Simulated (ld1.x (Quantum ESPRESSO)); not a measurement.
**Reading a pseudo-wave (V)**

Columns: radius, all-electron u(r) and pseudo u(r) of the 4p shell (level -3.98 eV) of vanadium in the configuration [Ar] 3d3 4s1.5 4p0; revPBE, scalar-relativistic, ultrasoft scheme, ld1.x (Quantum ESPRESSO) 7.5.

| r (bohr) | all-electron | pseudo |
| --- | --- | --- |
| 0.155 | 0.1217 | 0.0034 |
| 0.310 | 0.0291 | 0.0135 |
| 0.465 | -0.1131 | 0.0299 |
| 0.620 | -0.1956 | 0.0522 |
| 0.775 | -0.2085 | 0.0794 |
| 0.930 | -0.1715 | 0.1109 |
| 1.085 | -0.1060 | 0.1457 |
| 1.240 | -0.0281 | 0.1826 |
| 1.395 | 0.0526 | 0.2209 |
| 1.550 | 0.1302 | 0.2594 |
| 1.705 | 0.2018 | 0.2974 |
| 1.860 | 0.2661 | 0.3341 |
| 2.015 | 0.3225 | 0.3688 |
| 2.170 | 0.3713 | 0.4011 |
| 2.325 | 0.4126 | 0.4304 |
| 2.480 | 0.4469 | 0.4564 |
| 2.635 | 0.4746 | 0.4788 |
| 2.790 | 0.4960 | 0.4974 |
| 2.945 | 0.5117 | 0.5119 |
| 3.100 | 0.5221 | 0.5221 |
| 3.255 | 0.5277 | 0.5277 |
| 3.410 | 0.5291 | 0.5291 |
| 3.565 | 0.5267 | 0.5267 |
| 3.720 | 0.5212 | 0.5212 |
| 3.875 | 0.5131 | 0.5131 |
| 4.030 | 0.5028 | 0.5028 |

(1) How many radial nodes do the two functions have?

(2) At about which radius was the pseudo-wave matched?

(3) Is the pseudo-wave norm-conserving?

Results:

(1) The all-electron 4p function has n − l − 1 = 2; the pseudo-wave has 0, since the states of the same l below it are removed with the core.

(2) 3.10 bohr. The columns agree to 0.0005 from 2.94 bohr on; several derivatives are matched, so the curves merge somewhat inside the radius.

(3) No, it belongs to an ultrasoft set: the norm inside the radius is not constrained, and the difference is carried by the augmentation charge.
